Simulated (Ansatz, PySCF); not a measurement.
Reaction R1 → P1 + P2, each structure at its B3LYP-D3(BJ)/def2-TZVP stationary point, reached from a drawn start (curvature not checked).
R1, H3Zr (SMILES [ZrH3]) (charge 0, multiplicity 2):
```
atom    x (Å)    y (Å)    z (Å)
----  -------  -------  -------
Zr    -0.0013  -0.0009  -0.2376
H      1.8348  -0.0096   0.0701
H     -0.9083   1.5942   0.0774
H     -0.9252  -1.5837   0.0902
```
P1, H2Zr (SMILES [ZrH2]) (charge 0, multiplicity 1):
| atom | x (Å) | y (Å) | z (Å) |
|---|---|---|---|
| Zr | 0.0036 | 0.0049 | -0.6172 |
| H | 1.5690 | -0.0061 | 0.3178 |
| H | -1.5725 | 0.0011 | 0.2994 |
P2: H atom, charge 0, multiplicity 2.

| level | reaction energy (kJ/mol) | cost |
|---|---|---|
| HF/def2-SVP | 344.0 | - |
| HF/def2-TZVPP | 347.1 | - |
| HF/def2-QZVPP | 350.0 | - |
| SVWN5/def2-TZVPP | 371.8 | ×0.7 |
| PBE/def2-TZVPP | 360.0 | ×1 |
| BLYP/def2-TZVPP | 356.9 | ×1 |
| revPBE/def2-TZVPP | 363.4 | ×1 |
| r2SCAN/def2-TZVPP | 394.0 | ×2 |
| B97M-V/def2-TZVPP | 388.6 | ×3 |
| B3LYP/def2-TZVPP | 364.3 | ×1 |
| PBE0/def2-TZVPP | 366.1 | ×1 |
| BHLYP/def2-TZVPP | 369.9 | ×1 |
| M06-2X/def2-TZVPP | 442.3 | - |
| CAM-B3LYP/def2-TZVPP | 367.6 | ×2 |
| wB97X-V/def2-TZVPP | 367.4 | ×5 |
| wB97M-V/def2-TZVPP | 351.0 | ×5 |
| B2PLYP/def2-TZVPP | 360.1 | ×1 |
| MP2/def2-SVP | 349.6 | - |
| MP2/def2-TZVPP | 355.0 | - |
| MP2/def2-QZVPP | 358.9 | ×2 |
| SCS-MP2/def2-SVP | 352.0 | - |
| SCS-MP2/def2-TZVPP | 357.6 | - |
| SCS-MP2/def2-QZVPP | 361.8 | - |
| CCSD/def2-SVP | 334.4 | - |
| CCSD/def2-TZVPP | 345.7 | - |
| CCSD(T)/def2-SVP | 328.0 | ×0.8 |
| CCSD(T)/def2-TZVPP | 337.6 | ×3 |

P less R. No zero-point or thermal terms; singlets are restricted closed shells; open shells are unrestricted; no spin–orbit coupling. The spin states of the d-block species are the ones drawn and need not be the lowest.

Frozen-core correlation throughout.

Programs: Ansatz (a program for electronic structure) with Gaussian orbitals; PySCF for M06-2X. Each number belongs to the level named beside it. Elements past Kr take the def2 small-core potentials, without spin–orbit coupling.

Costs are rough ratios of core time to PBE/def2-TZVPP (about 4 s over the structures, on one shared machine); a dash marks a level with no comparable run of its own.
